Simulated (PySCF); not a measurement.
Gas-phase reaction: 2 GaI + 4 H₂ ⇌ Ga₂H₆ + 2 HI

Energies from PySCF, thermal terms from the rigid-rotor harmonic-oscillator model, ideal gas at 1 bar. † marks an energy on the PBE0/def2-TZVP geometry and frequencies; other levels use their own. MP2 and CCSD(T) freeze the core. All species are closed-shell singlets. B3LYP is the form with VWN-RPA correlation. I: scalar-relativistic def2 core potential, no spin-orbit coupling. Ga: all electrons, no relativistic terms. Ga₂H₆: computed as isolated molecules; such fragments, hydroxides, amides, oligomers or adducts are transient or little studied in the gas. MP2 isn't extrapolated to the basis-set limit; its ΔH°(298 K) is 99.4 kJ in def2-SVP and 107.3 kJ in def2-TZVPP. CCSD(T) isn't extrapolated to the basis-set limit; its ΔH°(298 K) is 100.2 kJ in def2-SVP and 92.6 kJ in def2-TZVPP. The harmonic model lacks anharmonicity and excited electronic states, which grow with temperature; levels with a mode under 35 cm⁻¹ are left out.

| level | ΔE electronic, kJ | ΔH°(298 K), kJ | ΔS°(298 K), J/K | ΔG°(1200 K), kJ |
|---|---|---|---|---|
| B3LYP/def2-TZVP† | 171 | 183 | -331 | 593 |
| CCSD(T)/def2-SVP† | 88 | 100 | -331 | 511 |
| MP2/def2-SVP† | 87 | 99 | -331 | 510 |
| MP2/def2-TZVPP† | 95 | 107 | -331 | 518 |
| PBE/def2-SVP | 108 | 118 | -331 | 527 |
| PBE0/def2-QZVP† | 99 | 111 | -331 | 521 |
| PBE0/def2-SVP† | 77 | 89 | -331 | 500 |
| LDA/def2-TZVP† | 11 | 23 | -331 | 433 |
| ωB97X-V/def2-TZVP† | 79 | 91 | -331 | 502 |
ΔH° is lowest at LDA/def2-TZVP† and highest at B3LYP/def2-TZVP†. No reference value is set beside these.
